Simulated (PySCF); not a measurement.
C5H6O2, SMILES O[C@@H]1[C@H](O)[C@@H]1C#C. Coordinates come from a PBE-D3(BJ)/def2-SVP optimisation. The structure was generated by enumeration; whether it is a known compound was not checked. Other conformers were not sampled.

Question: Give the equilibrium geometry at PBE-D3(BJ)/def2-SVP (PySCF confirms it by a frequency run) as bond lengths and angles. (The exact figures need the calculation; the answer reports its results.)

Answer: This is not unique; one that fits is 
Atoms: C1 C2 C3 C4 O5 C6 O7 H8 H9 H10 H11 H12 H13. Bond lengths (Å): C1–C2 1.227, C1–H8 1.081, C2–C3 1.431, C3–C4 1.542, C3–C6 1.556, C3–H9 1.103, C4–O5 1.397, C4–C6 1.506, C4–H10 1.105, O5–H11 0.982, C6–O7 1.375, C6–H12 1.103, O7–H13 0.986. Bond angles (°): C2–C1–H8 176.8, C1–C2–C3 175.1, C2–C3–C4 116.1, C2–C3–C6 120.3, C2–C3–H9 116.7, C4–C3–C6 58.2, C4–C3–H9 116.4, C6–C3–H9 116.3, C3–C4–O5 117.1, C3–C4–C6 61.4, C3–C4–H10 118.2, O5–C4–C6 113.2, O5–C4–H10 115.0, C6–C4–H10 121.6, C4–O5–H11 107.6, C3–C6–C4 60.5, C3–C6–O7 120.9, C3–C6–H12 115.0, C4–C6–O7 117.2, C4–C6–H12 119.6, O7–C6–H12 113.8, C6–O7–H13 104.3.
